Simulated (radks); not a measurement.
Problem. The mean radii <r> (bohr) of the occupied orbitals of an atom or ion are listed with their occupations. All-electron calculation, Dirac Kohn-Sham, LB94 model potential, spin-unpolarised, spherical densities, finite nucleus; Fermi nuclear charge, rms radius of each element as measured or else 0.836 A^(1/3) + 0.57 fm. Program: a radial shooting solver on a logarithmic mesh with Libxc functionals.

| orbital | occ. | <r> |
|---|---|---|
| 1s1/2 | 2 | 0.04268 |
| 2s1/2 | 2 | 0.1875 |
| 2p1/2 | 2 | 0.1612 |
| 2p3/2 | 4 | 0.1649 |
| 3s1/2 | 2 | 0.4924 |
| 3p1/2 | 2 | 0.4803 |
| 3p3/2 | 4 | 0.4872 |

Name the element and its charge. Open shells, if any, fill j = l - 1/2 first.

Solution. Z = 35, bromine, charge +17: Br17+ in [Ar]. The 1s radius gives Z: for a bare nucleus <r> = (2 gamma + 1)/(2Z) with gamma = sqrt(1 - (Z/c)^2), 0.04191 bohr for Z = 35, and screening makes it slightly larger (0.04268 here). The occupations add up to 18, and the charge is Z minus that.
